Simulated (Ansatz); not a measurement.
Cl₂FSb (SMILES [F][Sb]([Cl])[Cl]), singlet, at a GFN2-xTB geometry (core potentials on Sb); HF/def2-SVPD run with Ansatz (a program for electronic structure).

The Ansatz input:
Ansatz 0.2 input:
```yaml
crystal:
  periodic: [false, false, false]
  atoms:
    - {symbol: Sb, position_ang: [0.08063069, -0.16542350, 0.56245500]}
    - {symbol: F, position_ang: [0.83729590, -1.64352043, -0.57525397]}
    - {symbol: Cl, position_ang: [-1.88522494, -0.09954588, -0.70047283]}
    - {symbol: Cl, position_ang: [1.20005858, 1.46591544, -0.68234593]}
basis:
  gaussian:
    orbitals: def2-SVPD
hamiltonian:
  xc: hf
```

The log (banner, timings and long lists left out):

```
Functional definition: HF
1126 factors; integrals over basis functions are off by at most 1.6e-4 eV
mean field evaluation 1: about -34213.4443 eV, gradient 3.6e1 eV
mean field evaluation 2: about -34213.5553 eV, gradient 3.6e1 eV
mean field evaluation 4: about -34216.6167 eV, gradient 2.5e0 eV
mean field evaluation 8: about -34216.6615 eV, gradient 7.3e-2 eV
mean field -34216.66156581 eV, -1257.4391196571 hartree, gradient 2.4e-5 eV, S^2 0.000000; 0 other end points of the search recorded, 0 dependent functions left out
reference -34216.66156581 eV, -1257.4391196571 hartree; 33, 33 occupied and 76, 76 virtual orbitals, 1126 factors
Total energy: -34216.66156581 eV, -1257.4391196571 hartree
```
